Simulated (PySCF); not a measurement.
SMILES [O][Ge]([OH])([OH])[OH] (H3GeO4), doublet, PBE0/def2-SVP optimised geometry.

```
8

O     -1.46     0.80     0.00
Ge    -0.67    -0.80     0.00
O     -1.20    -1.53    -1.51
O      1.08    -0.80     0.00
O     -1.16    -1.60     1.47
H     -2.16    -1.49    -1.62
H      1.46    -0.57    -0.86
H     -0.43    -2.08     1.88
```

Density from unrestricted PBE0/def2-TZVP run with PySCF at that geometry.

Minimum of the electron density along straight lines between bonded atoms, close to the bond critical point (lines longer than 1.1 times the sum of covalent radii, or with two minima, are not listed):

| bond | length / Å | ρ at the minimum / e bohr⁻³ | ∇²ρ there / e bohr⁻⁵ | position (fraction from the first atom) |
|---|---|---|---|---|
| O1–Ge2 | 1.788 | 0.146 | 0.61 | 0.53 |
| Ge2–O3 | 1.758 | 0.151 | 0.69 | 0.47 |
| Ge2–O4 | 1.751 | 0.154 | 0.71 | 0.47 |
| Ge2–O5 | 1.749 | 0.155 | 0.71 | 0.47 |
| O3–H6 | 0.965 | 0.353 | -2.40 | 0.81 |
| O4–H7 | 0.964 | 0.354 | -2.40 | 0.81 |
| O5–H8 | 0.965 | 0.353 | -2.39 | 0.81 |
